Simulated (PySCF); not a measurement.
# Where the electron goes

C4H4F4O2.
Z-matrix (Å and degrees, GFN2-xTB geometry), rows numbered from 1:
```
F 
C   1  1.3646
C   2  1.5275  1  109.81
C   3  1.5379  2  109.19  1   -73.20
F   4  1.3502  3  110.35  2   113.30
O   4  1.4151  3  111.86  2    -3.57
C   6  1.3430  4  114.33  3   -46.87
F   7  1.3712  6  109.87  4   -67.04
F   7  1.3322  6  107.96  4   179.01
O   7  1.3621  6  116.81  4    54.94
H   2  1.0966  1  106.85  3   122.98
H   3  1.0887  2  108.99  1   165.50
H   3  1.0906  2  109.06  1    45.53
H   4  1.1024  3  112.51  2  -127.45
```

Computed, not measured: TDDFT B3LYP/def2-SVPD, vertical, gas phase, core orbitals frozen in the response in PySCF 2.14.0, density-fitted response routines. GFN2-xTB frequencies show an imaginary mode (35i cm⁻¹), so this geometry is no minimum at that level.

Frontier orbitals with the atoms that hold most of them (Löwdin shares over 4%, at most four atoms; ? is withheld):

```csv
orbital,ε (eV),atoms
HOMO-3,-11.04,"O6 27%, F5 14%, C3 14%, F1 10%"
HOMO-2,-10.75,"F1 26%, O6 19%, O10 14%, C2 9%"
HOMO-1,-9.98,"O10 53%, F8 11%, C3 8%, F1 8%"
HOMO,?,?
LUMO,-0.06,?
LUMO+1,0.54,"H14 18%, C4 15%, H11 10%, F5 10%"
LUMO+2,1.03,"H12 12%, F8 10%, O10 9%, H13 9%"
```

(1) Give the leading atoms of the HOMO.

(2) Which atoms hold the LUMO, and with what shares?

(3) What is the HOMO energy, and the HOMO–LUMO gap?

Answers

(1) O6 (bonded to 2 C) 33%; C4 (bonded to C, F, O and H) 12%; C3 (bonded to 2 C and 2 H) 10%; F5 (bonded to C) 8%. By element: oxygen 33% or more, carbon 23% or more, fluorine 8% or more.

(2) C3 (bonded to 2 C and 2 H) 17%; H12 (bonded to C) 16%; C2 (bonded to C, F, O and H) 12%; H11 (bonded to C) 11%. By element: carbon 29% or more, hydrogen 27% or more.

(3) ε(HOMO) = -9.22 eV; the gap is 9.16 eV (0.3368 hartree).

Task: The HOMO–LUMO gap is 9.16 eV. Where does the response calculation put the lowest singlet, and from which orbitals?

Result: S1 is at 8.25 eV (f = 0.011), 0.91 eV below the gap, made of HOMO→LUMO (98%). Without the coupling terms of the response equations the lowest excitation would equal the gap.

Task: One configuration dominates each of S1, S2, S3, S6 and S8. Which, and how do the shares of the two leading atoms of either orbital change from the occupied to the empty one?

Result: 
- S1 (8.25 eV, f 0.011), HOMO→LUMO (98%): O6 33% → at most 11%, C4 12% → at most 11%, C3 10% → 17%, H12 at most 8% → 16%
- S2 (8.74 eV, f 0.012), HOMO→LUMO+1 (93%): O6 33% → at most 11%, C4 12% → 15%, H14 at most 8% → 18%
- S3 (8.99 eV, f 0.0099), HOMO-1→LUMO (97%): O10 53% → at most 11%, F8 11% → at most 11%, C3 8% → 17%, H12 at most 8% → 16%
- S6 (9.66 eV, f 0.0057), HOMO-1→LUMO+1 (84%): O10 53% → at most 11%, F8 11% → at most 11%, H14 at most 8% → 18%, C4 at most 8% → 15%
- S8 (9.81 eV, f 0.027), HOMO-2→LUMO (87%): F1 26% → at most 11%, O6 19% → at most 11%, C3 at most 9% → 17%, H12 at most 9% → 16%

Löwdin shares depend on the basis, the more so with diffuse functions.

One conformer stands for the species.
